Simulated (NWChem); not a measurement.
Species: C$_{4}$H$_{5}$BO; SMILES C#CB(O)C=C

```xyz
11

C     -1.0869     2.1820     0.0000
C     -0.3228     1.2345     0.0000
B      0.6069     0.0043     0.0002
O      1.9434     0.2390    -0.0001
C      0.0210    -1.4438     0.0008
C     -1.2942    -1.7048    -0.0005
H     -1.7503     3.0284     0.0001
H      2.4611    -0.5729     0.0002
H      0.7090    -2.3025     0.0022
H     -1.6927    -2.7251    -0.0004
H     -2.0271    -0.8902    -0.0018
```
Atoms are numbered in this order, from 1.

Level: PBE0/def2-SVP (NWChem), optimised geometry, unscaled harmonic frequencies. 

| frequency (cm⁻¹) | IR intensity (km/mol) |
|---|---|
| 102 | 0.0 |
| 135 | 0.9 |
| 222 | 12.6 |
| 260 | 7.3 |
| 421 | 3.8 |
| 446 | 5.0 |
| 545 | 4.0 |
| 615 | 51.8 |
| 661 | 4.1 |
| 714 | 38.0 |
| 733 | 86.6 |
| 761 | 30.5 |
| 956 | 102.7 |
| 1017 | 31.2 |
| 1018 | 48.0 |
| 1041 | 11.5 |
| 1248 | 240.2 |
| 1295 | 44.3 |
| 1383 | 148.5 |
| 1437 | 161.7 |
| 1701 | 45.0 |
| 2193 | 64.9 |
| 3127 | 21.0 |
| 3150 | 8.0 |
| 3248 | 4.1 |
| 3479 | 43.8 |
| 3901 | 85.7 |

```yaml
zero_point_energy: 51.2 kcal/mol
thermal correction to the enthalpy at 298.15 K (with zero-point energy): 56.0 kcal/mol
heat capacity Cv: 23.6 cal/(mol K)
entropy at 298.15 K and 1 atm (symmetry number 1): 80.2 cal/(mol K)
dipole_moment: 1.69 D
```

Rigid rotor and harmonic oscillator.
